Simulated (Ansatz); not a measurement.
Correlation energies of CH7BO2Si by basis set

```xyz
12

B    -0.744   -0.451   -0.520
C    -0.653    0.005    0.932
O    -0.310   -0.762    1.930
O    -0.837    1.251    1.323
Si    1.170   -0.134   -1.143
H    -1.414    0.323   -1.168
H    -0.934   -1.629   -0.657
H    -0.225   -0.240    2.742
H    -1.097    1.767    0.548
H     1.271   -0.469   -2.590
H     2.177   -0.954   -0.409
H     1.596    1.293   -0.989
```

Total charge 0; spin multiplicity 1. The bonds changed during the relaxation, so this is another structure than the one it started from. All single points use the PBE0-D4/def2-TZVP geometry. It is one conformer, not always the lowest. Frozen core, restricted reference, the Gaussian-basis code of Ansatz. CBS rows extrapolate triple and quadruple zeta; past MP2 they add the triple-zeta difference.

| basis | HF (Eh) | MP2 corr. | CCSD corr. | (T) | CCSD(T) total |
| --- | --- | --- | --- | --- | --- |
| def2-TZVPP | -505.35668 | -0.88716 | -0.92999 | -0.03730 | -506.32397 |
| def2-QZVPP | -505.37564 | -0.95231 | – | – | – |
| CBS(def2) | -505.37825 | -1.00056 | -1.04340 | as TZ | -506.45895 |
